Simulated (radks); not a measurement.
The numbers below are computed, except where a source is named.
Problem. Valence configurations of Re II (all share [Xe]). Level of theory: Dirac Kohn-Sham, PBE, spin-unpolarised, spherical densities, finite nucleus; open shells fill j = l - 1/2 first; Fermi nuclear charge, rms radius 5.3698 fm (a radial shooting solver on a logarithmic mesh with Libxc functionals). Order these by energy: 4f13.5 5d5 6s1.5; 4f14 5d5 6p1; 4f14 5d6; 4f14 5d4 6s2; 4f12 5d6 6p2; 4f13 5d5 6s1 6p1; 4f14 5d4 6s1 6p1; 4f12 5d5 6s1 6p2; 4f14 5d5 6s1; 4f14 5d3 6s1 6p2.

Solution. From the lowest, in eV above it: 4f14 5d5 6s1 0.000; 4f14 5d4 6s2 0.182; 4f14 5d6 0.614; 4f14 5d5 6p1 5.097; 4f14 5d4 6s1 6p1 5.590; 4f14 5d3 6s1 6p2 13.933; 4f13.5 5d5 6s1.5 19.276; 4f13 5d5 6s1 6p1 47.005; 4f12 5d6 6p2 102.98; 4f12 5d5 6s1 6p2 107.09. NIST lists [Xe] 4f14 5d5 6s1 as the ground configuration; this level of theory agrees among the configurations tried. The energies are those of spherical spin-averaged densities, not of single terms.
